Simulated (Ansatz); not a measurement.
Computed with Ansatz on PBE0-D4/def2-TZVP structures; ΔE is electronic, products minus reactants. CBS: MP2 limit from def2 TZ/QZ plus the TZ coupled-cluster correction, frozen cores. DFT in def2-TZVPP. B3LYP here is the variant with VWN-RPA as its local correlation; programs differ in this. def2 core potentials past Kr. For In, Se outer-core shells are correlated without core-valence functions, which leaves a few kJ/mol of doubt a bond. Scalar relativity is left out up to krypton. One conformer a species, not always the lowest.

Consider the formal exchange of groups at the Se–Si bond: `C[Se][SiH2]S` + `[F][InH][F]` → `C[Se][In]([F])[F]` + `[SiH3]S`.

`C[Se][SiH2]S`:

Cartesian coordinates in Å:
```
C -0.446 1.582 0.714
Se -1.110 -0.219 1.096
Si -0.209 -1.234 -0.712
S 1.911 -1.001 -0.849
H 0.630 1.548 0.550
H -0.668 2.186 1.591
H -0.955 1.992 -0.156
H -0.690 -0.647 -1.988
H -0.618 -2.656 -0.597
H 2.155 -1.551 0.353
```

`[F][InH][F]`:

Cartesian coordinates in Å:
```
F -1.459 -0.630 -0.939
In 0.112 -0.094 0.055
F 0.032 1.831 0.232
H 1.315 -1.106 0.651
```

`C[Se][In]([F])[F]`:

Cartesian coordinates in Å:
```
C 1.188 0.869 -0.434
Se 1.054 -1.083 -0.252
In -1.286 -1.174 0.487
F -2.311 0.463 0.698
F -2.363 -2.717 0.928
H 1.018 1.357 0.521
H 2.210 1.050 -0.764
H 0.490 1.234 -1.183
```

`[SiH3]S`:

Z-matrix (Å, degrees):
```
Si
S 1 2.137
H 1 1.485 2 111.6
H 1 1.485 2 111.6 3 -122.0
H 1 1.482 2 104.8 3 119.0
H 2 1.344 1 94.7 3 60.9
```

CCSD(T)/CBS gives -29.0 kJ/mol.

**Question.** Another level gave -30.0 kJ/mol. Which?
A. SCS-MP2/def2-TZVPP
B. HF/def2-TZVPP
C. r2SCAN-D4/def2-TZVPP
D. B3LYP/def2-TZVPP

**Answer.** A. SCS-MP2/def2-TZVPP -30.0, r2SCAN-D4 -24.6, HF/def2-TZVPP -40.4, B3LYP -35.3 kJ/mol.

Largest T1 diagnostic among the species: 0.017.

The D4 term adds +6.7 kJ/mol with B3LYP and +3.7 kJ/mol with PBE0; it sums over pairs of atoms, weighted by their polarisabilities, and B3LYP, whose exchange is more repulsive, gets the larger term. In def2-TZVPP, CCSD(T) changes the Hartree–Fock value by +12.5 kJ/mol (the triples alone add +1.4 kJ/mol) and MP2 by +13.8 kJ/mol.
